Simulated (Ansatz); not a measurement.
C2H6GaGeN (`[CH3][Ga]1[GeH2][C]1=N`) at its PBE0-D4/def2-TZVP geometry, where that method's forces vanish. Total charge 0; spin multiplicity 1.

```xyz
11

C     0.1604   -1.4499    1.6577
Ga    0.1805   -0.2272    0.1342
Ge   -1.3853    1.6313   -0.8914
C     0.4683    0.8681   -1.4489
N     1.3218    1.0406   -2.3509
H     1.0247   -1.2597    2.2960
H     0.2108   -2.4810    1.3043
H    -0.7541   -1.3091    2.2344
H    -1.6195   -0.0362   -0.5637
H    -0.6422    1.4549    0.6444
H     1.0346    1.7683   -3.0161
```

**Question.** What forces (eV/Å) does r2SCAN-D4/def2-TZVPP give on these atoms in the Gaussian-basis code of Ansatz? (Best estimate.)

**Answer.** The calculation gave: 
```
C1  -0.056 -0.007  0.053
Ga2  0.046 -0.002 -0.034
Ge3 -0.050 -0.064  0.118
C4  -0.077 -0.041  0.114
N5   0.150 -0.001 -0.122
H6  -0.015  0.002 -0.023
H7   0.002  0.027 -0.002
H8   0.014 -0.011  0.003
H9   0.034  0.084  0.010
H10 -0.038 -0.026 -0.079
H11 -0.009  0.039 -0.039
```
